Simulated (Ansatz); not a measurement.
**How basis sets differ on BHBrCl (SMILES ClBBr)**

BHBrCl has 4 atoms, charge 0, and is taken as a singlet. SMILES: `ClBBr`. The coordinates come from a PBE0-D4/def2-TZVP relaxation.

```xyz
4

Cl   -1.5811   -0.5660    0.1675
B    -0.0097    0.1063   -0.0980
Br    1.5293   -0.6648    0.6961
H     0.1169    1.0643   -0.7859
```

Each level gives the dipole moment (D). The values are calculated.

| level | kind | program | value (D) |
| --- | --- | --- | --- |
| HF/STO-3G | Hartree–Fock | Ansatz | 1.16 |
| HF/3-21G | Hartree–Fock | Ansatz | 1.14 |
| HF/6-31G* (spherical functions) | Hartree–Fock | Ansatz | 0.83 |
| HF/def2-SVP | Hartree–Fock | Ansatz | 0.70 |

All-electron rows without a relativistic Hamiltonian named are non-relativistic. The values span 0.70 to 1.16 D. Magnitudes only: a small dipole may point the other way at some levels. Sets without polarisation functions give poor dipoles.
